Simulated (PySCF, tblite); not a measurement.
Isomers of [C8H15O]+ (charge +1), one GFN2-xTB conformer each. Single-point energies are computed at PBE0/pcSseg-1 (PySCF, gas phase, no added dispersion term), electronic only.

Task: Rank them by PBE0/pcSseg-1 energy, lowest first (kJ/mol).
A. `[CH3:1][O:2][C@@H:3]1[CH2:4][C@@:5]1([CH3:6])[C+:7]([CH3:8])[CH3:9]` (charge +1) with C1–O2–C3–C4 172°, C4–C5–C7–C8 12°
B. `[CH3:1][O:2][CH2:3][C@@H:4]1[CH2:5][C@H:6]1[C+:7]([CH3:8])[CH3:9]` (charge +1) with C1–O2–C3–C4 -177°, O2–C3–C4–C5 26°, C5–C6–C7–C8 22°

Result: A (0.0), B (24.7).

As drawn, the lower has a quaternary carbon, which the higher lacks. GFN2-xTB itself gives, in the same order: 0.0, 32.2. Both levels put the same isomer lowest.

Task: Which frontier levels and rotational constants go with these structures?

Result: 
```json
{"SMILES": "CO[C@@H]1C[C@@]1(C)[C+](C)C", "HOMO (eV, PBE0/pcSseg-1)": "-11.88", "LUMO (eV)": "-6.65", "A, B, C (MHz)": "2350, 1075, 1013"}
{"SMILES": "COC[C@@H]1C[C@H]1[C+](C)C", "HOMO (eV, PBE0/pcSseg-1)": "-11.19", "LUMO (eV)": "-7.36", "A, B, C (MHz)": "3410, 795.3, 717.0"}
```

Task: What happens when harmonic zero-point energies from GFN2-xTB frequencies are added?

Result: 
```tsv
SMILES	ZPE (kJ/mol)	electronic (kJ/mol)	with ZPE (kJ/mol)
CO[C@@H]1C[C@@]1(C)[C+](C)C	547.2	0.0	0.0
COC[C@@H]1C[C@H]1[C+](C)C	546.4	24.7	23.9
```

The zero-point energies span 0.8 kJ/mol. The order is unchanged.

Task: As an exercise, what shares would exp(−E/RT) give at 2000 K from these electronic energies alone (no entropy, no degeneracies)?

Result: RT = 16.629 kJ/mol: CO[C@@H]1C[C@@]1(C)[C+](C)C 81.6 %, COC[C@@H]1C[C@H]1[C+](C)C 18.4 %.
